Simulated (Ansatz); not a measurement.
All numbers were calculated with Ansatz.

Basis-set series for `[SiH2]1[SiH]2[SiH2][SiH]3[SiH2][SiH]1[SiH2][SiH]([SiH2]2)[SiH2]3`. Charge 0, multiplicity 1. The geometry is a stationary point of PBE0-D4/def2-TZVP.

```csv
functional,basis,functions,energy (Eh),HOMO (eV),LUMO (eV)
PBE0-D4,def2-SVP,260,-2902.55466,-7.86,-1.11
PBE0-D4,def2-TZVPP,644,-2903.55189,-7.82,-1.22
ωB97M-V,def2-SVP,260,-2903.45944,-9.74,0.61
ωB97M-V,def2-TZVPP,644,-2904.46161,-9.76,0.44
```

**Question.** Give the rows for def2-QZVPP. (Best estimate.)

**Answer.** The calculation gave: 
```tsv
functional	basis	functions	energy (Eh)	HOMO (eV)	LUMO (eV)
PBE0-D4	def2-QZVPP	1180	-2903.64572	-7.82	-1.30
ωB97M-V	def2-QZVPP	1180	-2904.55137	-9.76	0.30
```

Positive LUMOs are unbound and depend on the basis.
